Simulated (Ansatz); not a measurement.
Species: sum formula SiH₂F, charge 0, multiplicity 2. It need not be the lowest isomer of its formula. 
Coordinates optimised at B3LYP-D3(BJ)/def2-TZVP (Ansatz, a first-principles code):
SMILES: F[SiH2]
```xyz
4

Si    -0.5385     0.0714     0.0610
F      1.0565     0.0226    -0.1590
H     -1.1564    -0.8876    -0.8929
H     -0.8130    -0.3159     1.4703
```
Charge 0, spin multiplicity 2.

Basis-set convergence of Hartree-Fock and CCSD(T) correlation energies (hartree) with Ansatz. Correlated levels leave the core frozen unless marked. UHF or UKS for open shells. No spin-orbit coupling. No relativistic terms.

| basis | functions | E(HF) | E(corr, CCSD(T)) |
|---|---|---|---|
| def2-SVP | 42 | -389.36576 | -0.29422 |
| def2-TZVPP | 101 | -389.60622 | -0.38435 |
| def2-QZVPP | 187 | -389.62070 | -0.41579 |

Extrapolating the two largest sets (X = 3 and 4) as X^-3: E(corr) = (64·(-0.41579) - 27·(-0.38435))/37 = -0.4387 Eh, an estimate of the basis-set limit. The largest set recovers 94.8 % of it, the smallest 67.1 %.
